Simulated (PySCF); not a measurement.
# Magnetic susceptibility: SMILES [CH3][Zn][F], CH$_{3}$FZn

Geometry (Å), atoms numbered from 1 in this order:
```xyz
6

Zn   -0.0105    0.0194   -1.2298
C     0.0034   -0.0002    0.7584
H    -0.4399    0.9031    1.1549
H     1.0159   -0.0713    1.1317
H    -0.5569   -0.8457    1.1344
F    -0.0120   -0.0054   -2.9496
```

Level of theory: GIAO B3LYP/def2-SVP (def2-TZVP on Zn) magnetisability, rotational g tensor and spin-rotation constants, non-relativistic, gas phase (PySCF). Geometry: GFN2-xTB.

(1) What are the magnetisability and the molar susceptibility?

(2) Split it along the inertial axes a, b, c into diamagnetic and paramagnetic parts about the centre of mass, with the quadrupole moment.

(3) And the rotational g tensor?

Answers

(1) Isotropic -789 × 10⁻³⁰ J/T², or -47.5 × 10⁻⁶ cm³/mol; principal values -790, -790, -786 × 10⁻³⁰ J/T², anisotropy 4 × 10⁻³⁰ J/T² (root of half the summed squared differences of the principal values). The susceptibility is in cgs units.

(2) 
| axis | χ (10⁻⁶ cm³/mol) | diamagnetic (10⁻⁶ cm³/mol) | paramagnetic (10⁻⁶ cm³/mol) | summed x² of all electrons (Å²) | quadrupole Θ (D Å) |
| --- | --- | --- | --- | --- | --- |
| a | -47.3 | -56.4 | 9.1 | 74.0 | -7.51 |
| b | -47.6 | -342.2 | 294.6 | 6.7 | +3.75 |
| c | -47.6 | -342.2 | 294.6 | 6.7 | +3.75 |

Anisotropies 2χaa − χbb − χcc = +0.5 and 2χbb − χaa − χcc = -0.2 × 10⁻⁶ cm³/mol. Θ is traceless in Buckingham's convention.

(3) 
```csv
axis,rotational constant (GHz),g,nuclear part,electronic part
a,162.6226,+0.3019,0.9976,-0.6957
b,4.1379,-0.0048,0.5679,-0.5727
c,4.1375,-0.0048,0.5679,-0.5726
```
Prolate top; isotopes 12C, 19F, 1H, 64Zn; no vibrational averaging.
